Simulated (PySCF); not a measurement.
Isomers of C5H5FS, mass 116.010 u with the commonest isotopes. Level of theory: CAM-B3LYP/def2-SVPD in PySCF (dipole) on a GFN2-xTB geometry, gas phase. One conformer each, none proved a minimum here; rigid rotors.

Task: Order these by rotational constant A, smallest first.
A. `[CH:1]#[C:2][C@@H:3]1[CH2:4][C@H:5]([F:6])[S:7]1` with C2–C3–C4–C5 -128°, C3–C4–C5–F6 128°, C4–C5–S7–C3 -8°, C2–C3–S7–C5 127°
B. `[F:1][CH2:2][c:3]1[cH:4][cH:5][cH:6][s:7]1` with F1–C2–C3–C4 0°
C. `C#C[C@@H]1S[C@]1(C)F`

Result: C (3359 MHz), A (4125 MHz), B (4811 MHz).

Task: Order these by dipole moment, smallest first.
A. `[F:1][CH2:2][c:3]1[cH:4][cH:5][cH:6][s:7]1` with F1–C2–C3–C4 0°
B. `C#C[C@@H]1S[C@]1(C)F`
C. `[CH:1]#[C:2][C@@H:3]1[CH2:4][C@H:5]([F:6])[S:7]1` with C2–C3–C4–C5 -128°, C3–C4–C5–F6 128°, C4–C5–S7–C3 -8°, C2–C3–S7–C5 127°

Result: A (1.28 D), B (2.07 D), C (2.44 D).

Task: Order these by rotational constant C, largest first.
A. `[F:1][CH2:2][c:3]1[cH:4][cH:5][cH:6][s:7]1` with F1–C2–C3–C4 0°
B. `[CH:1]#[C:2][C@@H:3]1[CH2:4][C@H:5]([F:6])[S:7]1` with C2–C3–C4–C5 -128°, C3–C4–C5–F6 128°, C4–C5–S7–C3 -8°, C2–C3–S7–C5 127°
C. `C#C[C@@H]1S[C@]1(C)F`

Result: C (1491 MHz), B (1338 MHz), A (1238 MHz).

| SMILES | point group | Ia (u·Å²) | Ib (u·Å²) | Ic (u·Å²) | κ | μa (D) | μb (D) | μc (D) |
| --- | --- | --- | --- | --- | --- | --- | --- | --- |
| C#C[C@@H]1C[C@H](F)S1 | C1 | 122.52 | 335.33 | 377.66 | -0.88 | 0.85 | 0.98 | 2.07 |
| C#C[C@@H]1S[C@]1(C)F | C1 | 150.44 | 277.47 | 338.86 | -0.65 | 0.52 | 0.46 | 1.95 |
| FCc1cccs1 | Cs | 105.04 | 306.51 | 408.33 | -0.77 | 1.15 | 0.56 | 0.00 |
